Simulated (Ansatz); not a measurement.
Frontier orbitals of CH₅FGeS, SMILES `[CH3][GeH]([F])[SH]`.

Cartesian coordinates in Å:
```
C -0.3731 0.6149 0.9884
Ge 0.5564 0.0987 -0.6274
F 2.0473 -0.6343 -0.0899
S -0.5610 -1.3779 -1.8292
H -1.3237 1.0875 0.7398
H -0.5604 -0.2692 1.5986
H 0.2424 1.3128 1.5571
H 0.9668 1.2285 -1.5805
H -0.9947 -2.0610 -0.7568
```

The species carries charge 0 and has multiplicity 1. Correlated methods include outer-core shells of Ge, which these sets cover unevenly. Scalar relativity is left out up to krypton. Geometry: relaxed with PBE0-D4/def2-TZVP. It is one conformer, not always the lowest. Basis def2-TZVPP, Ansatz.

Orbital energies of one run (eV). Highest occupied ones, from the top: -9.07, -10.29, -10.87, -12.42, -12.95, -13.11, -13.22, -13.72, -14.07, -16.84, -21.64, -22.51, -32.88, -35.98. Empty: 1.31, 1.37, 1.69, 1.88, 2.81, 3.60.

Question: Which functional gave them?
A. CAM-B3LYP
B. revPBE
C. B3LYP
D. r2SCANh

Answer: A. HOMO energies: CAM-B3LYP -9.07, revPBE -6.41, r2SCANh -7.23, B3LYP -7.47 eV.

B3LYP here is the variant with VWN-RPA as its local correlation; programs differ in this.
